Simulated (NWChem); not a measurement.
GeNH₅; SMILES [NH2][GeH3]

Computed with NWChem. Coordinates come from a PBE-D3(BJ)/def2-SVP optimisation. Vertical excitations in the gas phase; the lowest state need not have the same character in each row.

Problem. Among these, which level gives the highest value of “lowest excitation, singlet (eV)”?
(A) PBE/aug-cc-pVDZ, TDA
(B) BHandHLYP/aug-cc-pVDZ, TDA
(C) B3LYP/aug-cc-pVDZ, TDA

Solution. B, BHandHLYP/aug-cc-pVDZ, TDA. Values: PBE/aug-cc-pVDZ, TDA 5.15; B3LYP/aug-cc-pVDZ, TDA 5.56; BHandHLYP/aug-cc-pVDZ, TDA 6.15
